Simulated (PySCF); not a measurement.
A GIAO shielding run with PySCF 2.14.0 with density-fitted response routines (density fitting, non-relativistic, gas phase) on `CCOC1=C(F)[Si@@H](OC)C1`, C6H11FO2Si:

```
$ OMP_NUM_THREADS=1 python probes_run.py task.json out

{"job": {"kind": "nmr", "xc": "PBE0", "basis": "pcSseg-1"}, "charge": 0, "multiplicity": 1}
C      3.993192     0.437627    -0.236554
C      2.599067     0.430525     0.365050
O      1.730533    -0.242722    -0.538492
C      0.451112    -0.361155    -0.170093
C     -0.276229     0.033118     0.890390
F      0.167933     0.722511     1.989386
Si    -1.861880    -0.792714     0.310694
O     -3.093408     0.074607    -0.269646
C     -4.215008     0.584915     0.393501
C     -0.543810    -1.083393    -1.042698
H      4.335823    -0.581826    -0.393154
H      3.981183     0.949365    -1.195200
H      4.680860     0.946930     0.432545
H      2.240237     1.454954     0.523778
H      2.596480    -0.088502     1.331492
H     -2.314228    -1.932642     1.104083
H     -4.723954    -0.200145     0.956348
H     -4.893013     0.989556    -0.358152
H     -3.923323     1.378386     1.084235
H     -0.690003    -0.591423    -2.000143
H     -0.250483    -2.111029    -1.236798
```

Hardware: 1 thread of an Arm Neoverse V1, shared host. The job also computes population analyses, field gradients, ring-centre shieldings.

**Question.** How large is the calculation?

**Answer.** 86 electrons, 232 basis functions and 1224 auxiliary functions.

**Question.** How long does it take, and how much memory does it need?

**Answer.** 70 s of wall time, with 15 SCF cycles and 4 response iterations; peak memory 1.1 GiB. Times on a shared host scatter by some tens of per cent.
